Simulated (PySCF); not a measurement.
**C$_{4}$H$_{12}$O$_{2}$Si$_{2}$: full NMR table**

| Quantity | Value |
| --- | --- |
| Formula | C4H12O2Si2 |
| SMILES | COC(=O)CC([SiH3])[SiH3] |
| Point group of the computed structure | C1 |
| Degrees of unsaturation | 1 |
| Carbon signals | 4 |
| Proton signals | 4 |

Molfile (atoms numbered from 1):
```
C4H12O2Si2
     RDKit          3D

 20 19  0  0  0  0  0  0  0  0999 V2000
    3.5703   -0.0687   -0.3113 C   0  0  0  0  0  0  0  0  0  0  0  0
    2.3571    0.6561   -0.1387 O   0  0  0  0  0  0  0  0  0  0  0  0
    1.2167   -0.0153   -0.2889 C   0  0  0  0  0  0  0  0  0  0  0  0
    1.1646   -1.1960   -0.5372 O   0  0  0  0  0  0  0  0  0  0  0  0
    0.0052    0.8518   -0.1092 C   0  0  0  0  0  0  0  0  0  0  0  0
   -1.1202    0.0667    0.5600 C   0  0  0  0  0  0  0  0  0  0  0  0
   -2.6828    1.1447    0.6687 Si  0  0  0  0  0  4  0  0  0  0  0  0
   -1.3949   -1.6280   -0.3003 Si  0  0  0  0  0  4  0  0  0  0  0  0
    3.8754   -0.0299   -1.3586 H   0  0  0  0  0  0  0  0  0  0  0  0
    3.4318   -1.1097   -0.0144 H   0  0  0  0  0  0  0  0  0  0  0  0
    4.3166    0.4160    0.3139 H   0  0  0  0  0  0  0  0  0  0  0  0
   -0.3068    1.1649   -1.1106 H   0  0  0  0  0  0  0  0  0  0  0  0
    0.2864    1.7481    0.4482 H   0  0  0  0  0  0  0  0  0  0  0  0
   -0.8022   -0.1497    1.5852 H   0  0  0  0  0  0  0  0  0  0  0  0
   -3.7221    0.4436    1.4183 H   0  0  0  0  0  0  0  0  0  0  0  0
   -2.3563    2.3981    1.3622 H   0  0  0  0  0  0  0  0  0  0  0  0
   -3.1501    1.4759   -0.6797 H   0  0  0  0  0  0  0  0  0  0  0  0
   -0.6670   -2.7247    0.3255 H   0  0  0  0  0  0  0  0  0  0  0  0
   -2.8245   -1.9332   -0.0944 H   0  0  0  0  0  0  0  0  0  0  0  0
   -1.2023   -1.5000   -1.7417 H   0  0  0  0  0  0  0  0  0  0  0  0
  1  2  1  0
  2  3  1  0
  3  4  2  0
  3  5  1  0
  5  6  1  0
  6  7  1  0
  6  8  1  0
  1  9  1  0
  1 10  1  0
  1 11  1  0
  5 12  1  0
  5 13  1  0
  6 14  1  0
  7 15  1  0
  7 16  1  0
  7 17  1  0
  8 18  1  0
  8 19  1  0
  8 20  1  0
M  END
```

Computational details: σ from GIAO-PBE0/pcSseg-1, GFN2-xTB geometry, in PySCF 2.14 (relativity neglected, no solvent model, single conformer, fast rotation and ring inversion assumed for equivalent nuclei).

Shifts are taken against calculated references (same method and geometry level): TMS for 1H (σ = 31.72 ppm) and 13C (σ = 186.93 ppm) and 29Si (σ = 349.16 ppm); 17O (σ = 336.08 ppm) against H2O.

```tsv
carbon	δC, type	δH (multiplicity)	HMBC from (2–3 bonds)	span of the C tensor (ppm)
C1	53.0, CH3	4.06 (s)	–	82
C3	185.6, C	–	H9/H10/H11, H12/H13, H14	160
C5	37.1, CH2	2.44 (d)	H15/H16/H17/H18/H19/H20, H14	42
C6	-0.7, CH	0.31 (m)	H15/H16/H17/H18/H19/H20, H12/H13	23
```

Other nuclei:
```csv
atoms,nucleus,environment,δ (ppm),σ (ppm)
H15/H16/H17/H18/H19/H20,1H,hydrogen on a silicon bonded to C,4.04,27.67
Si7/Si8,29Si,"silicon bonded to C, 3 H",-66.6,415.7
O4,17O,ester carbonyl oxygen,419.6,-83.5
O2,17O,ester alkoxy oxygen,192.1,144.0
```

Carbon types of the structure: 1 × C, 1 × CH, 1 × CH2, 1 × CH3, leaving 6 H on heteroatoms. δC 185.6: ester carbonyl carbon; lone-pair donation from the attached heteroatom keeps it upfield of a ketone carbonyl. δC 53.0: methyl carbon bonded to O; pulled downfield by the heteroatom. δC -0.7: sp3 CH bonded to 2 Si; an electropositive neighbour leaves it electron-rich and shielded. δH 4.06: hydrogen on a methyl carbon bonded to O; its carbon carries O, an electronegative neighbour. δH 0.31: hydrogen on an sp3 CH bonded to 2 Si; an electropositive neighbour shields it, as in TMS itself.

Shifts are as computed. Against solution values, carbons near 30 ppm lie about +3 ppm off and those near 130 ppm about +5 ppm. Of 1309 compounds with measured shifts, 239 miss one by over three times the rms of a fit or turn the order of signals round; such compounds aren't used in these exercises. Unscaled 17O shifts of doubly bonded oxygen tend to come out too high, by tens of ppm or more. Experimental scales use liquid or dissolved standards, which lie at an offset from isolated H2O (liquid H2O: subtract about 36 ppm). Multiplicities follow the n + 1 count of equivalent neighbours, as no J values were calculated; m marks all less simple cases, F and P coupling included.
